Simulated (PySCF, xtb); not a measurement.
C₃H₁₀OSi₂, SMILES C[C@@H]1O[C@H]([SiH3])[SiH2]1.

Harmonic wavenumbers (cm⁻¹) from GFN2-xTB in xtb at its own minimum, in rising order: 64, 108, 149, 191, 208, 244, 374, 430, 473, 498, 518, 573, 590, 663, 698, 759, 761, 790, 794, 867, 910, 977, 990, 1061, 1076, 1104, 1207, 1217, 1302, 1396, 1482, 1501, 2234, 2243, 2271, 2278, 2291, 2861, 2867, 3019, 3027, 3031.

Task: What does PBE0-D3(BJ)/def2-SVP (PySCF 2.14.0) give at its own minimum? (The exact figures need the calculation; the answer reports its results.)

Result: 35, 146, 161, 212, 238, 249, 380, 465, 519, 536, 572, 629, 685, 765, 775, 848, 881, 915, 936, 945, 953, 989, 1019, 1063, 1101, 1138, 1240, 1254, 1335, 1387, 1449, 1471, 2214, 2220, 2230, 2232, 2238, 3036, 3044, 3049, 3146, 3154. Paired by order, the mean absolute difference is 55 cm⁻¹ and the zero-point energies are 71.6 and 74.1 kcal/mol.
